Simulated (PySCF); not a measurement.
Mapped SMILES: `[SiH3:1][SiH2:2][SiH2:3][N:4]([SiH3:5])[SiH3:6]` (H(Xn): hydrogen on atom n).

Geometry: PBE0-D3(BJ)/def2-SVP; GIAO shifts from PySCF 2.14.0 with density-fitted response routines, gas phase, non-relativistic, averaged over equivalent atoms.

At PBE0/pcSseg-0 (100 basis functions, 12 s wall time on 1 thread of an Arm Neoverse V2, shared host):
```json
{"atoms": "Si3", "δ (ppm)": "-66.5"}
{"atoms": "Si5/Si6", "δ (ppm)": "-69.2"}
{"atoms": "Si1", "δ (ppm)": "-157.4"}
{"atoms": "Si2", "δ (ppm)": "-171.3"}
{"atoms": "N4", "δ (ppm)": "-61.7"}
{"atoms": "H(Si3)", "δ (ppm)": "5.06"}
{"atoms": "H(Si5)/H(Si6)", "δ (ppm)": "4.93"}
{"atoms": "H(Si2)", "δ (ppm)": "3.24"}
{"atoms": "H(Si1)", "δ (ppm)": "3.22"}
```

Referencing at the same level of theory: 29Si (σref 348.52), 1H (σref 32.83) against TMS; NH3 for 15N (σref 266.02).

Question: What do these become at PBE0/pcSseg-1?

Answer: 
```json
{"atoms": "Si3", "δ at PBE0/pcSseg-1": "-33.2", "change": "+33.3"}
{"atoms": "Si5/Si6", "δ at PBE0/pcSseg-1": "-41.5", "change": "+27.7"}
{"atoms": "Si1", "δ at PBE0/pcSseg-1": "-107.0", "change": "+50.4"}
{"atoms": "Si2", "δ at PBE0/pcSseg-1": "-111.6", "change": "+59.7"}
{"atoms": "N4", "δ at PBE0/pcSseg-1": "-21.7", "change": "+40.0"}
{"atoms": "H(Si3)", "δ at PBE0/pcSseg-1": "5.07", "change": "+0.01"}
{"atoms": "H(Si5)/H(Si6)", "δ at PBE0/pcSseg-1": "4.68", "change": "-0.25"}
{"atoms": "H(Si2)", "δ at PBE0/pcSseg-1": "3.57", "change": "+0.33"}
{"atoms": "H(Si1)", "δ at PBE0/pcSseg-1": "3.65", "change": "+0.43"}
```

Referencing at the same level of theory: TMS for 29Si (351.99 ppm), 1H (31.27 ppm); NH3 for 15N (265.67 ppm).

The largest change is at Si2 (silicon bonded to 2 Si, 2 H). Cost: 202 basis functions, 34 s wall time on 1 thread of an Arm Neoverse V2, shared host.

Experimental scales use liquid or dissolved standards, which lie at an offset from isolated NH3 (liquid NH3: subtract about 20 ppm).
